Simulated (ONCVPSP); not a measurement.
## Ni (Z = 28) ONCV: all-electron and pseudo phase curves

* Element: Ni (Z = 28)
* Generator: ONCVPSP 4.0.1
* Type: optimised norm-conserving Vanderbilt (ONCV)
* Functional: PBE
* Relativity: scalar-relativistic
* Frozen core: [Ne]
* Valence charge: 18
* Reference configuration: 3s2 3p6 3d8 4s1.75 (charge +0.25)
* Partial waves: 3s+4s: rc 1.15 bohr, ncon 4, nbas 7, qcut 12.7 1/bohr, 2 projectors; 3p: rc 1.15 bohr, ncon 5, nbas 10, qcut 13.6 1/bohr, 2 projectors, debl 3.5 Ha; 3d: rc 1.00 bohr, ncon 5, nbas 10, qcut 16.2 1/bohr, 2 projectors, debl 2 Ha
* Local potential: polynomial inside 0.65 bohr (lpopt 5, dvloc0 0 Ha)
* Core correction: Teter function, fcfact 4.25, rcfact 1.2

The phase is arctan(r·R′/R) of the radial function R(r), unwrapped; energies in Ha, scanned from -6 to 5 Ha. A pole is an energy at which the radial function vanishes at the test radius. The pseudo phase is shifted by a multiple of π to meet the all-electron one at the reference energy, and phase errors are pseudo minus all-electron; the curves can meet again beyond the range given. Levels narrower than the energy grid can be missing from the lists of poles.

```csv
channel,radius (bohr),reference energy (Ha),"poles, all-electron","poles, pseudo",unbroken range about the reference energy with phases within 0.05 rad,phase error 1 Ha above the reference energy (rad)
s,1.17,-0.27,-3.12,-3.12,the whole range,-0.000
p,1.17,-2.70,-1.51,-1.51,the whole range,-0.000
d,1.01,-0.40,1.86,1.86,the whole range,-0.000
```

Phases in the d channel:

```json
{"E (Ha)": "-5.96", "all-electron": "1.135", "pseudo": "1.135"}
{"E (Ha)": "-5.40", "all-electron": "1.096", "pseudo": "1.096"}
{"E (Ha)": "-4.84", "all-electron": "1.045", "pseudo": "1.045"}
{"E (Ha)": "-4.28", "all-electron": "0.979", "pseudo": "0.979"}
{"E (Ha)": "-3.72", "all-electron": "0.885", "pseudo": "0.885"}
{"E (Ha)": "-3.16", "all-electron": "0.746", "pseudo": "0.746"}
{"E (Ha)": "-2.60", "all-electron": "0.528", "pseudo": "0.528"}
{"E (Ha)": "-2.04", "all-electron": "0.178", "pseudo": "0.178"}
{"E (Ha)": "-1.48", "all-electron": "-0.305", "pseudo": "-0.305"}
{"E (Ha)": "-0.92", "all-electron": "-0.762", "pseudo": "-0.762"}
{"E (Ha)": "-0.36", "all-electron": "-1.074", "pseudo": "-1.074"}
{"E (Ha)": "0.20", "all-electron": "-1.271", "pseudo": "-1.271"}
{"E (Ha)": "0.76", "all-electron": "-1.403", "pseudo": "-1.403"}
{"E (Ha)": "1.32", "all-electron": "-1.498", "pseudo": "-1.498"}
{"E (Ha)": "1.88", "all-electron": "-1.573", "pseudo": "-1.573"}
{"E (Ha)": "2.44", "all-electron": "-1.637", "pseudo": "-1.637"}
{"E (Ha)": "3.00", "all-electron": "-1.696", "pseudo": "-1.696"}
{"E (Ha)": "3.56", "all-electron": "-1.755", "pseudo": "-1.755"}
{"E (Ha)": "4.12", "all-electron": "-1.817", "pseudo": "-1.817"}
{"E (Ha)": "4.68", "all-electron": "-1.888", "pseudo": "-1.888"}
```
